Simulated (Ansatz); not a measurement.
Computed with Ansatz on PBE0-D4/def2-TZVP structures; ΔE is electronic, products minus reactants. CBS: MP2 limit from def2 TZ/QZ plus the TZ coupled-cluster correction, frozen cores. Functionals use def2-TZVPP. B3LYP here is the variant with VWN-RPA as its local correlation; programs differ in this. HSE06 is defined as in plane-wave codes. def2 core potentials past Kr. For Sb outer-core shells are correlated without core-valence functions, which leaves a few kJ/mol of doubt a bond. Each species was taken in one conformer, which may not be the lowest.

Reaction (ligand exchange at the Si–S bond): `OBS[SiH3]` + `[NH2][SbH2]` → `[SiH3][NH][SbH2]` + `OBS`

`OBS[SiH3]`:

Z-matrix (Å, degrees):
```
Si
S 1 2.136
H 1 1.493 2 110.4
H 1 1.481 2 108.8 3 -119.0
H 1 1.483 2 111.1 3 119.9
B 2 1.826 1 104.8 3 -18.1
O 6 1.345 2 127.3 1 3.2
H 6 1.193 2 114.5 1 -177.3
H 7 0.964 6 114.8 2 1.8
```

`[NH2][SbH2]`:

```xyz
6

N     0.368   -0.987   -0.043
Sb   -0.667    0.558    0.785
H     0.800   -0.763   -0.930
H     1.090   -1.320    0.583
H     0.202    1.882    0.106
H    -1.793    0.630   -0.500
```

`[SiH3][NH][SbH2]`:

Z-matrix (Å, degrees):
```
Si
N 1 1.720
H 1 1.489 2 108.9
H 1 1.492 2 113.7 3 120.6
H 1 1.487 2 108.8 3 -120.1
Sb 2 2.028 1 126.1 3 172.9
H 2 1.008 1 118.1 3 -28.8
H 6 1.720 2 96.6 1 37.4
H 6 1.713 2 94.5 1 -53.2
```

`OBS`:

```xyz
6

O     0.946    0.549   -1.017
B     0.202   -0.258   -0.229
S    -0.921    0.419    1.022
H     0.834    1.491   -0.864
H     0.304   -1.437   -0.379
H    -1.365   -0.764    1.468
```

```csv
level,ΔE (kJ/mol),difference from CCSD(T)/CBS
BLYP-D4,-3.8,3.3
B97M-V,-2.6,4.5
B3LYP-D4,-7.0,0.1
r2SCANh-D4,-1.9,5.2
B2PLYP,-7.8,-0.7
PBE,6.5,13.6
revPBE,6.9,14.0
r2SCAN,-0.7,6.4
PBE0,2.0,9.1
B3LYP,-6.0,1.1
HSE06,2.1,9.2
CAM-B3LYP,-11.3,-4.2
LC-ωPBE,-6.2,0.9
HF/def2-TZVPP,-19.3,-12.2
CCSD/def2-TZVPP,-12.1,-5.0
SCS-MP2/def2-QZVPP,-11.7,-4.6
CCSD(T)/CBS,-7.1,0
```

**Question.** What do rigid-rotor, harmonic-oscillator terms from PBE0-D4/def2-TZVP frequencies (298.15 K, 1 bar) make of the CCSD(T)/CBS value? (Estimate.)

**Answer.** Computed: ΔZPE = -6.8 kJ/mol, ΔH = -13.4 kJ/mol, ΔS = 4 J/(mol·K), ΔG = -14.6 kJ/mol.

Largest T1 diagnostic among the species: 0.014.

Leaving LDA and LC-ωPBE aside and taking each functional with its dispersion term where it has one, the values, not all of them listed here, spread over 18.6 kJ/mol, from BHLYP-D4 to PBE-D4. LDA lies −3.3 kJ/mol from PBE without D4. In def2-TZVPP, CCSD(T) changes the Hartree–Fock value by +10.1 kJ/mol (the triples alone add +2.9 kJ/mol) and MP2 by +10.3 kJ/mol.
